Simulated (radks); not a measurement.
Spherical quantum dot in the effective-mass picture: electrons in a parabolic well V = omega^2 r^2 / 2 with omega = 0.0883, all in effective atomic units (hartree* = m*/eps^2 hartree, bohr* = eps/m* bohr), one dielectric constant everywhere. Calculated with a radial shooting solver with Libxc functionals: non-relativistic Kohn-Sham, LDA (Slater exchange, Perdew-Wang correlation), spin-polarised, spherical densities. Levels are named by radial order and angular momentum (1s, 1p, 1d, 2s, ...), and open shells are averaged over m. Results are scaled to m* = 0.606 and eps = 9.1, for which hartree* = 199.1 meV and bohr* = 0.7946 nm.

N = 22, configuration 1s2 1p6 1d10 2s2 1f(up 2, down 0). This is the lowest configuration that the search found (a dilute case). Occupied and some empty levels:

level,occupation,eigenvalue (meV),<r> (nm)
1s up,1,439.93,7.417
1s down,1,440.46,7.276
1p up,3,442.84,8.268
1p down,3,443.50,8.209
1d up,5,447.02,8.853
1d down,5,447.75,8.830
2s up,1,451.02,6.393
2s down,1,451.30,6.465
1f up,2,452.27,9.316
1f down,0,453.03,9.314
2p up,0,457.84,7.407
2p down,0,458.18,7.417
1g up,0,458.47,9.712
1g down,0,459.23,9.721
2d up,0,465.18,8.218
2d down,0,465.57,8.211

Energy (meV): total 5854.16, kinetic 201.35, external 2035.6, Hartree 4114.8, exchange-correlation -497.57.
